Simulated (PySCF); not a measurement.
Species: C2H6Cl2SSi.
Atom-mapped SMILES: `[CH3:1][S:2][SiH2:3][CH:4]([Cl:5])[Cl:6]` (hydrogens: H7, H8, H9 on C1; H10, H11 on Si3; H12 on C4)

Method: PBE0-D3(BJ)/def2-SVP geometry optimisation, gas phase in PySCF 2.14.0; density fitting, grid level 1; the optimiser is geomeTRIC in internal coordinates, started from a GFN2-xTB structure with every atom displaced at random (about 0.01 Å).

Step 3: E = -45897.7793 eV
```
atom  x, y, z in Å  |  force x, y, z in eV/Å
C1      2.4554   -0.2104    0.1086   -0.028   0.084  -0.027
S2      0.8842   -0.5517   -0.7520    0.004  -0.025  -0.012
Si3    -0.4735    0.2532    0.6863    0.023   0.004   0.026
C4     -2.2199    0.0252   -0.0342   -0.031  -0.056   0.023
Cl5    -2.6086   -1.7084   -0.1535    0.016   0.014  -0.024
Cl6    -3.3737    0.8928    1.0160    0.006   0.007   0.012
H7      2.5357   -0.7883    1.0381    0.001  -0.031   0.052
H8      3.2574   -0.5247   -0.5715    0.012  -0.005  -0.013
H9      2.5757    0.8622    0.3219    0.010  -0.028  -0.007
H10    -0.4103   -0.4606    1.9940   -0.018   0.016   0.000
H11    -0.2359    1.7128    0.8958    0.005  -0.006  -0.008
H12    -2.3267    0.4450   -1.0422   -0.001   0.028  -0.021
```

Step 4: E = -45897.7820 eV
```
atom  x, y, z in Å  |  force x, y, z in eV/Å
C1      2.4556   -0.2021    0.1059   -0.057   0.083  -0.041
S2      0.8815   -0.5977   -0.7281    0.007  -0.020  -0.002
Si3    -0.4752    0.2323    0.6984    0.069   0.002  -0.007
C4     -2.2164    0.0280   -0.0349   -0.098  -0.025   0.050
Cl5    -2.6227   -1.6960   -0.2028    0.027   0.007  -0.024
Cl6    -3.3700    0.8793    1.0341    0.031  -0.007  -0.009
H7      2.5447   -0.7308    1.0632    0.007  -0.035   0.058
H8      3.2555   -0.5456   -0.5621    0.020  -0.004  -0.014
H9      2.5668    0.8809    0.2635    0.017  -0.027  -0.006
H10    -0.4240   -0.4729    2.0107   -0.031   0.022   0.008
H11    -0.2216    1.6918    0.8894    0.008  -0.010   0.013
H12    -2.3145    0.4798   -1.0299    0.000   0.015  -0.028
```

Step 5: E = -45897.7852 eV
```
atom  x, y, z in Å  |  force x, y, z in eV/Å
C1      2.4540   -0.1918    0.1003   -0.052   0.041  -0.033
S2      0.8783   -0.6594   -0.6934    0.004  -0.006   0.014
Si3    -0.4764    0.2078    0.7145    0.072  -0.012  -0.038
C4     -2.2130    0.0330   -0.0358   -0.103   0.031   0.055
Cl5    -2.6299   -1.6784   -0.2723    0.024  -0.011  -0.015
Cl6    -3.3662    0.8550    1.0594    0.037  -0.021  -0.025
H7      2.5551   -0.6515    1.0924    0.009  -0.018   0.032
H8      3.2525   -0.5756   -0.5476    0.016   0.000  -0.006
H9      2.5562    0.9001    0.1803    0.013  -0.012  -0.001
H10    -0.4528   -0.4827    2.0349   -0.029   0.019   0.012
H11    -0.1972    1.6647    0.8871    0.011  -0.007   0.024
H12    -2.3007    0.5260   -1.0125   -0.003  -0.002  -0.018
```

Task: Estimate the geometry and energy of step 6. (The exact step hangs on the optimiser's Hessian estimate; all steps are aligned on step 5, rigid shifts and turns removed.)

Result: E = -45897.7877 eV, largest force 0.098 eV/Å
```
atom  x, y, z in Å  |  force x, y, z in eV/Å
C1      2.4513   -0.1830    0.0923   -0.020  -0.004  -0.010
S2      0.8751   -0.7210   -0.6541    0.000   0.005   0.021
Si3    -0.4772    0.1862    0.7312    0.037  -0.022  -0.043
C4     -2.2100    0.0403   -0.0367   -0.052   0.072   0.041
Cl5    -2.6259   -1.6592   -0.3417    0.009  -0.028  -0.005
Cl6    -3.3659    0.8258    1.0816    0.023  -0.024  -0.028
H7      2.5663   -0.5712    1.1143    0.005   0.000  -0.003
H8      3.2494   -0.6048   -0.5327    0.004   0.004   0.000
H9      2.5443    0.9122    0.0944    0.003   0.004   0.002
H10    -0.4916   -0.4866    2.0607   -0.016   0.008   0.008
H11    -0.1669    1.6380    0.8929    0.011  -0.003   0.020
H12    -2.2889    0.5705   -0.9950   -0.006  -0.013  -0.004
```

The energy changes by -0.0025 eV. The first-order estimate −F·Δx gives -0.0027 eV and the mean of the old and new forces, exact on a quadratic surface, -0.0018 eV. The step makes an angle of 86° with the force vector and moves no atom by more than 0.088 Å.

What follows is the cost of the whole optimisation. Hardware: Arm Neoverse V1, one thread, shared host with 32 logical CPUs at a one-minute load of 29. Cost: 1.9 min of wall time, 0.55 GiB resident at most.
